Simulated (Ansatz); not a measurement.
`[SiH3]/C=[CH]\[GaH2]` + `C[SeH]` → `C[Se][GaH2]` + `C=C[SiH3]` at 400 K and 1 bar (ligand exchange at a Ga–C bond).

Program: Ansatz. Geometries: PBE0-D4/def2-TZVP. ΔE: electronic, gas phase. CBS: MP2 limit from def2 TZ/QZ plus the TZ coupled-cluster correction, frozen cores. For Ga, Se outer-core shells are correlated without core-valence functions, which leaves a few kJ/mol of doubt a bond. Scalar relativity is left out up to krypton.

| species | CCSD(T)/CBS energy (Eh) | H − E (kJ/mol) | S (J/(mol·K)) |
| --- | --- | --- | --- |
| `[SiH3]/C=[CH]\[GaH2]` | -2293.28490 | 217.6 | 374.7 |
| `C[SeH]` | -2441.15625 | 135.4 | 284.5 |
| `C[Se][GaH2]` | -4365.72567 | 163.1 | 363.7 |
| `C=C[SiH3]` | -368.76077 | 199.4 | 311.5 |

H − E and S are ideal-gas, rigid-rotor, harmonic terms from PBE0-D4/def2-TZVP. 1 Eh = 2625.50 kJ/mol, R = 8.31446 J/(mol·K).

Task: By hand: ΔE, ΔH, ΔS and ΔG.

Result: ΔE = (-4365.72567) + (-368.76077) − (-2293.28490) − (-2441.15625) = -0.04529 Eh = -118.9 kJ/mol. Δ(H − E) = 163.1 + 199.4 − 217.6 − 135.4 = 9.5, so ΔH = -109.4 kJ/mol. ΔS = 363.7 + 311.5 − 374.7 − 284.5 = 16.0 J/(mol·K). ΔG = -109.4 − 400 × (16.0)/1000 = -115.8 kJ/mol.

Task: By hand: the equilibrium constant, and the temperature at which ΔG would vanish if ΔH and ΔS stayed fixed.

Result: log₁₀ K = −ΔG/(RT ln 10) = 15.1. ΔH and −TΔS have one sign here, so there is no such temperature.

ΔH outweighs TΔS. A doubt of 5 kJ/mol in ΔE shifts log₁₀ K by 0.7 here. These are equilibria of isolated gas molecules and say nothing of rates. Largest T1 diagnostic: 0.013 (customary marks: 0.02 for closed shells, 0.045 for open ones).
